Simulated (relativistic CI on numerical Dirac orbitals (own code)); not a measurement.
# Radial parameters of Rb VI

Calculated at this level of theory: Dirac-Coulomb-Breit CI, KLI orbitals optimised for each configuration, a model potential for QED, valence Slater integrals scaled by 0.85, P86 correlation energy added to each configuration (own radial code, finite nucleus).

Slater integrals F^k, G^k are unscaled and averaged over j, outside the closed core [Ar] 3d10; ζ comes from projecting the Hamiltonian with its Breit term on Σ l·s of the shell.

- 4s²4p²: F^2(4p,4p) = 71185, ζ(4p) = 6450.4 cm⁻¹; <r>(4p) = 1.479, <r^2>(4p) = 2.476 (bohr units).
- 4s4p³: F^2(4p,4p) = 71308, G^1(4s,4p) = 95374, ζ(4p) = 6422.2 cm⁻¹; <r>(4s) = 1.336, <r^2>(4s) = 2.012, <r>(4p) = 1.476, <r^2>(4p) = 2.466 (bohr units).
- 4s²4p4d: ζ(4p) = 6635.5, F^2(4p,4d) = 59366, G^1(4p,4d) = 73426, G^3(4p,4d) = 45479, ζ(4d) = 428.97 cm⁻¹; <r>(4p) = 1.473, <r^2>(4p) = 2.458, <r>(4d) = 1.853, <r^2>(4d) = 3.92 (bohr units).

In this model ζ of a weakly bound d, f or g electron outside closed shells comes out too small, for d by up to a factor of two or three and at times with the wrong sign; that of an outer p electron is too small as well.

Averages of the first 10 configurations, taken without configuration mixing, which lowers the lowest level and can move excited configurations by several eV; other configurations of the list can lie among them:

| Configuration | Parity | States | Average energy above the lowest level (eV) |
| --- | --- | --- | --- |
| 4s²4p² | even | 15 | 3.2 |
| 4s4p³ | odd | 40 | 22.3 |
| 4s²4p4d | odd | 60 | 31.7 |
| 4p⁴ | even | 15 | 44.8 |
| 4s4p²4d | even | 300 | 49.6 |
| 4s²4p4f | even | 84 | 53.9 |
| 4s²4p5s | odd | 12 | 40.2 |
| 4s4p²4f | odd | 420 | 72.2 |
| 4s²4p5p | even | 36 | 46.8 |
| 4p³4d | odd | 200 | 70.9 |
